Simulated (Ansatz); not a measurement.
Ansatz (a first-principles code) input (BHLYP/def2-TZVPD):

Ansatz 0.2 input:
```yaml
crystal:
  periodic: [false, false, false]
  atoms:
    - {symbol: C, position_ang: [2.32745998, 0.39793395, -0.38033625]}
    - {symbol: O, position_ang: [1.17419557, -0.39889364, -0.30095419]}
    - {symbol: Al, position_ang: [-0.45837062, -0.11534425, 0.07157025]}
    - {symbol: C, position_ang: [-1.05269964, 1.69941599, 0.49936877]}
    - {symbol: C, position_ang: [-1.63741917, -1.66713217, 0.02774473]}
    - {symbol: H, position_ang: [2.74770511, 0.35257207, -1.38976415]}
    - {symbol: H, position_ang: [3.08711309, 0.03114032, 0.31678636]}
    - {symbol: H, position_ang: [2.12933374, 1.45036068, -0.14319097]}
    - {symbol: H, position_ang: [-1.78066962, 1.70062257, 1.31532209]}
    - {symbol: H, position_ang: [-0.23109382, 2.36130254, 0.78182049]}
    - {symbol: H, position_ang: [-1.55153356, 2.15481316, -0.36256246]}
    - {symbol: H, position_ang: [-2.51853207, -1.48254560, -0.59384366]}
    - {symbol: H, position_ang: [-2.01019291, -1.90499611, 1.02899844]}
    - {symbol: H, position_ang: [-1.13092340, -2.55395191, -0.35700948]}
basis:
  gaussian:
    orbitals: def2-TZVPD
hamiltonian:
  xc: {name: BHLYP}
output: {forces: true}
```

End of the output:

```
integrals: 0.24 GiB planned
1663 factors; their error is unknown
0.43 GiB of the device are held for the grids
1.70 GiB of device memory are held for the factors and their scratch space
mean field: 1.77 GiB planned
mean field evaluation 1: about -11891.8867 eV, gradient 7.3e1 eV
mean field evaluation 2: about -11891.7548 eV, gradient 7.4e1 eV
mean field evaluation 4: about -11902.7719 eV, gradient 2.4e0 eV
mean field evaluation 8: about -11902.7846 eV, gradient 4.4e-2 eV
mean field evaluation 16: about -11902.8152 eV, gradient 1.4e-4 eV
mean field -11902.81522213 eV, -437.4203913953 hartree, gradient 1.8e-5 eV, S^2 0.000000; 0 other end points of the search recorded, 0 dependent functions left out
the calculation of the forces begins
reference -11902.81545701 eV, -437.4204000271 hartree; 24, 24 occupied and 251, 251 virtual orbitals, 1663 factors
Total energy: -11902.81545701 eV, -437.4204000271 hartree
Atom 0 at     2.327460     0.397934    -0.380336 Å, force    -0.133101    -0.129215     0.001226 eV/Å
Atom 1 at     1.174196    -0.398894    -0.300954 Å, force     0.067842     0.392710     0.059777 eV/Å
Atom 2 at    -0.458371    -0.115344     0.071570 Å, force     0.260930    -0.059079    -0.063409 eV/Å
Atom 3 at    -1.052700     1.699416     0.499369 Å, force    -0.045913     0.109721     0.019773 eV/Å
Atom 4 at    -1.637419    -1.667132     0.027745 Å, force    -0.086548    -0.087147     0.005668 eV/Å
Atom 5 at     2.747705     0.352572    -1.389764 Å, force    -0.121117     0.004144     0.261800 eV/Å
Atom 6 at     3.087113     0.031140     0.316786 Å, force    -0.208849     0.087608    -0.178852 eV/Å
Atom 7 at     2.129334     1.450361    -0.143191 Å, force     0.031508    -0.282284    -0.059028 eV/Å
Atom 8 at    -1.780670     1.700623     1.315322 Å, force     0.159818     0.005837    -0.176837 eV/Å
Atom 9 at    -0.231094     2.361303     0.781820 Å, force    -0.186577    -0.142582    -0.057668 eV/Å
Atom 10 at    -1.551534     2.154813    -0.362562 Å, force     0.106319    -0.094550     0.187328 eV/Å
Atom 11 at    -2.518532    -1.482546    -0.593844 Å, force     0.190334    -0.048229     0.133672 eV/Å
Atom 12 at    -2.010193    -1.904996     1.028998 Å, force     0.079855     0.045681    -0.217969 eV/Å
Atom 13 at    -1.130923    -2.553952    -0.357009 Å, force    -0.114502     0.197385     0.084521 eV/Å
Dipole moment:    -0.033934     0.185548     0.041049 e Å
```
